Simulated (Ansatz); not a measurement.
`FCC([SiH3])Br` and `FCC([SiH3])Cl` differ in one atom or group.

Ansatz, PBE0-D4/def2-TZVP geometries, multiplicity 1. Each molecule was computed in one conformer, which needn't be the lowest.

Scalar relativity is left out up to krypton.

```
                                          property  `FCC([SiH3])Br`
               HOMO energy (B3LYP/def2-TZVPP) / eV            -7.82
               HOMO–LUMO gap (PBE/def2-TZVPP) / eV             5.14
           HOMO–LUMO gap (ωB97M-V/def2-TZVPP) / eV            11.64
             HOMO–LUMO gap (B3LYP/def2-TZVPP) / eV             6.94
size of the dipole moment (ωB97M-V/def2-TZVPP) / D             0.27
             LUMO energy (ωB97M-V/def2-TZVPP) / eV             1.36
```

Question: What does the change do to each property? (An estimate is asked.)

Answer: Computed: 
```
                                          property  `FCC([SiH3])Cl`  shift
               HOMO energy (B3LYP/def2-TZVPP) / eV            -8.04  -0.22
               HOMO–LUMO gap (PBE/def2-TZVPP) / eV             6.02   0.88
           HOMO–LUMO gap (ωB97M-V/def2-TZVPP) / eV            12.37   0.73
             HOMO–LUMO gap (B3LYP/def2-TZVPP) / eV             7.89   0.95
size of the dipole moment (ωB97M-V/def2-TZVPP) / D             2.38   2.11
             LUMO energy (ωB97M-V/def2-TZVPP) / eV             1.85   0.49
```

With PBE0 the HOMO falls by 0.21 eV and the LUMO rises by 0.73 eV, so the gap widens by about 0.94 eV. PBE moves the HOMO by -0.13 eV and ωB97M-V by -0.24 eV. Dipoles are sizes alone; their direction can turn.

B3LYP here is the variant with VWN-RPA as its local correlation; programs differ in this.

Spin–orbit coupling is left out; it splits and shifts lone-pair levels of the heavy atoms by tenths of an eV.
